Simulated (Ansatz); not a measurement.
**SiHCl2OF (SMILES O[Si](F)(Cl)Cl): the energy, rung by rung**

SiHCl2OF: 6 atoms, total charge 0, spin state singlet. As SMILES, `O[Si](F)(Cl)Cl`. The shape was relaxed beforehand at r2SCAN/def2-SVP. This is one conformer, not always the lowest.

```csv
atom,x (Å),y (Å),z (Å)
O,-0.5224,0.4639,1.1326
Si,0.2160,0.0155,-0.2509
F,1.6032,-0.7400,0.0508
Cl,-0.9298,-1.2819,-1.3368
Cl,0.6219,1.6982,-1.3074
H,-0.9467,-0.2199,1.6656
```

Quantity: the adiabatic electron affinity (to the doublet anion, shapes relaxed at r2SCAN/def2-SVP, no zero-point term), in eV. The values are calculated.

The electron affinity is E(neutral) − E(anion): positive where the electron is bound.

```csv
level,kind,program,value (eV),less CCSD(T)/def2-SVP,CPU time (all runs)
HF/def2-SVP,Hartree–Fock,Ansatz,-0.48,+0.04,2.3 s
SVWN5/def2-SVP,LDA,Ansatz,-0.07,+0.45,3.1 s
PBE/def2-SVP,GGA,Ansatz,0.09,+0.61,6 s
PBE0-D4/def2-SVP,global hybrid,Ansatz,0.08,+0.60,8.3 s
CAM-B3LYP/def2-SVP,range-separated hybrid,Ansatz,-0.02,+0.50,9.1 s
wB97M-V/def2-SVP,range-separated hybrid,Ansatz,-0.20,+0.32,36 s
B2PLYP/def2-SVP,double hybrid,Ansatz,-0.22,+0.30,11 s
MP2/def2-SVP,perturbation theory,Ansatz,-0.58,-0.06,2.9 s
CCSD(T)/def2-SVP,coupled cluster or CI,Ansatz,-0.52,0.00,32 s
```

Differences are taken from CCSD(T)/def2-SVP for orientation; it has basis-set and higher-order errors of its own. The values span -0.58 to 0.09 eV. Negative values mean that the anion is unbound at that level; they are set by how diffuse the basis is and aren't properties of the molecule, whose anion may well be bound. In so small a basis fixed costs decide the times, and correlated methods can beat functionals. CPU times are rough (shared hosts, several kinds of processor and program).
